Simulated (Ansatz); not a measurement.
H3Ge (SMILES [GeH3]), doublet, geometry from GFN2-xTB. Base run: HF/pcseg-1 (Ansatz, a quantum-chemistry and plane-wave program).

Input for Ansatz:
Ansatz 0.2 input:
```yaml
crystal:
  periodic: [false, false, false]
  atoms:
    - {symbol: Ge, position_ang: [0.00179994, -0.00070314, 0.05733512]}
    - {symbol: H, position_ang: [-0.82452945, -1.12293622, -0.60015589]}
    - {symbol: H, position_ang: [-0.59484420, 1.27006913, -0.57801941]}
    - {symbol: H, position_ang: [1.36177550, -0.12463243, -0.65654847]}
basis:
  gaussian:
    orbitals: pcseg-1.json
hamiltonian:
  xc: hf
magnetization: {spin_polarized: true, initial_magnetization: 1}
```
The basis file holds pcseg-1 in the JSON format of the Basis Set Exchange.

Each row names what was changed in the base input (with any setting that the change needs).

```csv
change,ΔE vs base (mEh)
base,0.000
symmetry_tolerance_ang = 0.01,0.000
occupation = up:A':14 A'':4 down:A':12 A'':5,337.7
occupation = up:A':12 A'':6 down:A':12 A'':5,246.4
occupation = up:A':13 A'':5 down:A':12 A'':5,0.000
```
